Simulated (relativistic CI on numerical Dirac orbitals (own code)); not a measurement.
Spin-allowed bands of a d3 ion in a tetrahedral site, by hand

Problem. Take Δ = 4100 cm⁻¹ and B = 560 cm⁻¹ for a d3 ion in a tetrahedral site. Calculate the three spin-allowed bands.

Working.
1. The terms of highest spin are 4F (energy 0) and 4P (15B = 8400 cm⁻¹). Here the F term splits into A2 at +1.2Δ = 4920, T2 at +0.2Δ = 820 and T1 at −0.6Δ = -2460 cm⁻¹.
2. The two T1 states mix through the element 0.4Δ: H = [[-2460, 1640], [1640, 8400]], with roots ½(H₁₁ + H₂₂) ∓ ½√[(H₂₂ − H₁₁)² + 4H₁₂²] = ½(5940) ∓ ½(11345) = -2702 and 8642 cm⁻¹.
3. The ground term is 4T1 at -2702 cm⁻¹.
4. Bands: 4T2 3522 cm⁻¹ (2839 nm), 4A2 7622 cm⁻¹ (1312 nm), 4T1(P) 11345 cm⁻¹ (881 nm).

Check. Exact diagonalisation of the whole d3 shell with these parameters gives 4T2 3522, 4A2 7622, 4T1 11345 cm⁻¹. The match is exact, since without spin-orbit coupling no other term has this spin. The ratio of the second band to the first, 2.164, depends on Δ/B = 7.3 alone, which is how a Tanabe-Sugano diagram is read.
